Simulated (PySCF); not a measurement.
Species: C₅H₁₂S₂Si.
Z-matrix (Å and degrees, GFN2-xTB geometry), rows numbered from 1:
```
C 
Si  1  1.8932
S   2  2.1520  1  109.02
S   2  2.1501  1  113.18  3  -117.42
C   4  1.8116  2  101.89  1   -48.49
C   5  1.5051  4  113.91  2   -66.49
C   5  1.4980  4  117.07  2    81.78
C   5  1.4980  4  114.98  2   149.48
H   1  1.0857  2  110.22  3   -57.62
H   1  1.0858  2  111.49  3  -177.55
H   1  1.0875  2  111.48  3    61.67
H   2  1.4608  1  112.05  3   118.72
H   3  1.3222  2   96.63  1  -135.49
H   6  1.0887  5  110.12  4   -53.11
H   6  1.0883  5  110.14  4  -172.87
H   6  1.0896  5  110.94  4    66.89
H   7  1.0793  5  118.53  8  -107.33
H   7  1.0806  5  117.82  8   108.66
H   8  1.0789  5  118.01  7   107.72
H   8  1.0799  5  117.98  7  -108.89
```

NICS is the negative of the GIAO shielding at a point without a nucleus: at the ring centre (0) and 1 Å above and below it (1); zz is the component along the ring normal. Level: GIAO PBE0/pcSseg-1 (PySCF, non-relativistic, gas phase) on the GFN2-xTB geometry, one conformer.

Ring bond lengths (Å), with Mayer bond orders in brackets: C5–C7 1.498 (0.90), C7–C8 1.500 (0.96), C8–C5 1.498 (0.93).

Q: What do the NICS probes read (ppm)?

A: 
```tsv
ring	type	NICS(0)	NICS(1), two faces	NICS(1)zz, two faces	rms pucker (Å)	centre to ring atoms, mean (Å)
C5–C7–C8	3-membered carbocycle; formal bonds all single	-43.6	-7.7 / -8.7	-19.9 / -22.9	0.00	0.87
```

Q: What do they say, and how far can they be read as aromaticity?

A: 
- C5–C7–C8: mean NICS(1)zz -21.4 ppm, shielded. C5, C7, C8 have four or more neighbours, and the NICS criterion for π rings isn't applied. NICS(0) lies 35 ppm below the mean NICS(1).

Q: At the second NICS(1) probe listed for ring C5–C7–C8, 1 Å off the ring, how large is the induced field along the normal in 7.05 T applied along it?

A: NICSzz × B0 = -22.9 ppm × 7.05 T = -161 μT, against the applied field.

Q: List the ring angles and the Hirshfeld charges of the ring atoms.

A: 
- C5–C7–C8: C5 60.1° (+0.007 e), C7 60.0° (-0.093 e), C8 60.0° (-0.090 e); sum 180.0° against 180° for a flat convex ring.
